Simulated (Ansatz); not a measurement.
A nudged elastic band was laid between two geometries of BFGeH₄S (8 atoms, charge 0, multiplicity 1).

All numbers below come from Ansatz 0.2.0, RKS PBE-D4/def2-SVP.

```
movable images  : 5
climbing image  : yes
spring          : 5.0 eV/Å²
optimiser       : quadratic models (default)
start path      : through a guess of the saddle point
force threshold : 0.05 eV/Å
iteration limit : 60
end points      : relaxed
```

First end point:

```xyz
8
Properties=species:S:1:pos:R:3
F -1.732 -1.296 0.491
B -0.820 -0.458 0.981
Ge 0.110 0.901 -0.264
S 1.749 -0.620 -0.762
H -0.442 -0.624 2.130
H -0.561 1.401 -1.573
H 0.886 2.053 0.421
H 0.903 -1.413 -1.480
```

Last end point:

```xyz
8
Properties=species:S:1:pos:R:3
F -0.826 -0.435 2.220
B -0.882 -0.495 0.894
Ge 0.109 0.890 -0.280
S 1.832 -0.543 -0.733
H -1.413 -1.473 0.387
H -0.551 1.357 -1.606
H 0.799 2.084 0.425
H 1.023 -1.443 -1.362
```

Problem. Which bonds break or form, and what moves?

Solution. No bond is made or broken. The dihedral F1–B2–Ge3–H7 goes from 166 to -6°.

Problem. What energy profile does the band end with?

Solution. It converged. The highest image is number 3 of 0 to 6, 4.8 kJ/mol above the first end and 5.2 kJ/mol above the last; the last end lies 0.4 kJ/mol below the first. A vibrational analysis at the climbing image gives one clearly imaginary mode, 42i cm⁻¹: a first-order saddle point.

| image | path coordinate (Å) | energy (kJ/mol) | dihedral F1–B2–Ge3–H7 (°) |
| --- | --- | --- | --- |
| 0 | 0.00 | 0.0 | 166 |
| 1 | 0.71 | 1.9 | 138 |
| 2 | 1.42 | 4.0 | 108 |
| 3 | 2.13 | 4.8 | 79 |
| 4 | 2.90 | 4.3 | 50 |
| 5 | 3.67 | 1.9 | 19 |
| 6 | 4.44 | -0.4 | -6 |

Problem. What is the geometry of the highest image?

Solution. 
```xyz
8
Properties=species:S:1:pos:R:3:forces:R:3
F -2.199 -0.234 1.221 0.00 0.00 0.00
B -0.926 -0.508 0.958 -0.01 0.01 0.00
Ge 0.144 0.730 -0.346 0.00 0.00 0.00
S 2.081 -0.269 -0.940 0.00 0.00 0.00
H -0.437 -1.488 1.499 0.01 0.00 0.00
H -0.677 1.147 -1.604 0.00 0.00 0.00
H 0.612 2.036 0.354 0.00 0.00 0.00
H 1.494 -1.472 -1.197 0.00 0.00 0.00
```

Problem. What are the harmonic wavenumbers there?

Solution. 42i, 77, 114, 254, 326, 386, 545, 553, 685, 759, 787, 830, 1063, 1288, 2038, 2067, 2534, 2617 cm⁻¹.

The band took 17 iterations and of the order of 4 core-minutes.

Run time: 2.2 min on 2 threads of Arm Neoverse V1, with other jobs on the host, peak memory 0.15 GiB.
